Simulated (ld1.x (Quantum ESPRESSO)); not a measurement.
# u(r) = r·R(r): atom against pseudo-atom (Fe (Z = 26))

Columns: radius, all-electron u(r) and pseudo u(r) of the 3p shell (level -73.39 eV) of iron in the configuration [Ne] 3s2 3p6 3d6 4s0.5 4p0; PBE, scalar-relativistic, TM semilocal scheme, ld1.x (Quantum ESPRESSO) 7.5.

| r (bohr) | all-electron | pseudo |
| --- | --- | --- |
| 0.050 | 0.2605 | -0.0146 |
| 0.100 | 0.5374 | -0.0578 |
| 0.150 | 0.6041 | -0.1272 |
| 0.200 | 0.4866 | -0.2194 |
| 0.250 | 0.2589 | -0.3298 |
| 0.300 | -0.0134 | -0.4525 |
| 0.350 | -0.2855 | -0.5812 |
| 0.400 | -0.5310 | -0.7092 |
| 0.450 | -0.7369 | -0.8299 |
| 0.500 | -0.8992 | -0.9371 |
| 0.550 | -1.0186 | -1.0259 |
| 0.600 | -1.0987 | -1.0928 |
| 0.650 | -1.1449 | -1.1361 |
| 0.700 | -1.1631 | -1.1560 |
| 0.750 | -1.1586 | -1.1545 |
| 0.800 | -1.1367 | -1.1350 |
| 0.850 | -1.1018 | -1.1013 |
| 0.900 | -1.0574 | -1.0574 |
| 0.950 | -1.0067 | -1.0067 |
| 1.000 | -0.9520 | -0.9520 |
| 1.050 | -0.8952 | -0.8952 |
| 1.100 | -0.8378 | -0.8378 |
| 1.150 | -0.7809 | -0.7809 |
| 1.200 | -0.7254 | -0.7254 |
| 1.250 | -0.6717 | -0.6717 |
| 1.300 | -0.6204 | -0.6204 |

Q: How many radial nodes do the two functions have?

A: The all-electron 3p function has n − l − 1 = 1; the pseudo-wave has 0, since the states of the same l below it are removed with the core.

Q: At about which radius was the pseudo-wave matched?

A: 1.00 bohr. The columns agree to 0.0005 from 0.85 bohr on; several derivatives are matched, so the curves merge somewhat inside the radius.

Q: Is the pseudo-wave norm-conserving?

A: Yes: the TM semilocal scheme keeps the norm inside the radius equal to the all-electron one, which fixes the energy derivative of the logarithmic derivative at the level.
